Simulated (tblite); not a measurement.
Compound: C3H13FOSi4.
Atom-mapped SMILES: `[F:1][C@@H:2]1[SiH2:3][SiH2:4][CH2:5][C@@H:6]([O:7][SiH3:8])[SiH2:9]1` (hydrogens: H10 on C2; H11, H12 on Si3; H13, H14 on Si4; H15, H16 on C5; H17 on C6; H18, H19, H20 on Si8; H21, H22 on Si9)

Computed geometry: GFN2-xTB, gas phase.

Q: What internal coordinates does the optimisation give?

A: 
```tsv
bond	length (Å)	order
F1–C2	1.402	single
C2–Si3	1.933	single
Si3–Si4	2.314	single
Si4–C5	1.915	single
C5–C6	1.522	single
C6–O7	1.426	single
O7–Si8	1.619	single
C6–Si9	1.918	single
C2–Si9	1.911	single
C2–H10	1.095	single
Si3–H11	1.471	single
Si3–H12	1.471	single
Si4–H13	1.475	single
Si4–H14	1.468	single
C5–H15	1.093	single
C5–H16	1.090	single
C6–H17	1.097	single
Si8–H18	1.455	single
Si8–H19, Si8–H20	1.467	single
Si9–H21	1.467	single
Si9–H22	1.467	single
```

Bonds in one row agree within 0.01 Å and their mean is given. Orders are formal, as drawn. A selection of angles:
```tsv
angle	degrees
F1–C2–Si3	109.2
F1–C2–Si9	109.4
Si3–C2–Si9	115.0
C2–Si3–Si4	108.2
Si3–Si4–C5	109.5
Si4–C5–C6	110.0
C5–C6–O7	107.6
C5–C6–Si9	115.6
O7–C6–Si9	105.3
C6–O7–Si8	128.3
C2–Si9–C6	104.7
```

Torsions: F1–C2–Si3–Si4 -161° (antiperiplanar); C2–Si3–Si4–C5 31° (synclinal); Si3–Si4–C5–C6 -49° (synclinal); Si4–C5–C6–O7 -41° (synclinal); C5–C6–O7–Si8 -111° (anticlinal); C5–C6–Si9–C2 -78° (synclinal); F1–C2–Si9–C6 177° (antiperiplanar).

Si3 (SiH2 silicon) is distorted tetrahedral (angles from 104.4° to 116.1°). The 6-membered ring C2–Si3–Si4–C5–C6–Si9 has internal angles of 104.7° to 115.6°; it is puckered, 0.28 Å rms from its mean plane, widest ring torsion 78°. Of the pairs four or more bonds apart, Si3···O7 is among the closest relative to their van der Waals radii: 3.56 Å, 98 % of the sum of Bondi's values. The C–Si distances run from 1.911 Å (C2–Si9, drawn single) to 1.933 Å (C2–Si3, drawn single), a spread of 0.022 Å. Si4 (SiH2 silicon) is distorted tetrahedral (angles from 104.9° to 115.5°). Si8 (oxygen-bound silicon) is distorted tetrahedral (angles from 99.4° to 113.6°). Si9 (SiH2 silicon) is distorted tetrahedral (angles from 104.7° to 111.3°).

Point group: C1 (no symmetry element, even within 0.4 Å). GFN2-xTB frequencies show an imaginary mode (24i cm⁻¹), so the point is no minimum at that level. 2 starts were optimised and ended at 0.00 and 0.76 kcal/mol (GFN2-xTB); the lowest of these is shown.
